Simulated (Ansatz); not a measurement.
Basis-set series for CH₇FSi₂ (`F[SiH2]C[SiH3]`). Charge 0, multiplicity 1. Geometry: relaxed with PBE0-D4/def2-TZVP. It is one conformer, not always the lowest.

```csv
functional,basis,functions,energy (Eh),HOMO (eV),LUMO (eV)
PBE0-D4,def2-SVP,99,-720.52220,-9.00,0.46
PBE0-D4,def2-TZVPP,244,-720.90387,-9.02,0.02
ωB97M-V,def2-SVP,99,-720.80054,-11.18,2.35
ωB97M-V,def2-TZVPP,244,-721.18988,-11.23,1.74
```

(1) Give the rows for def2-QZVPP. (An estimate is asked.)

Answers

(1) Computed: 
```
functional       basis  functions  energy (Eh)  HOMO (eV)  LUMO (eV)
   PBE0-D4  def2-QZVPP        464   -720.93215      -9.03      -0.13
   ωB97M-V  def2-QZVPP        464   -721.21616     -11.24       1.33
```

Positive LUMOs are unbound and depend on the basis.
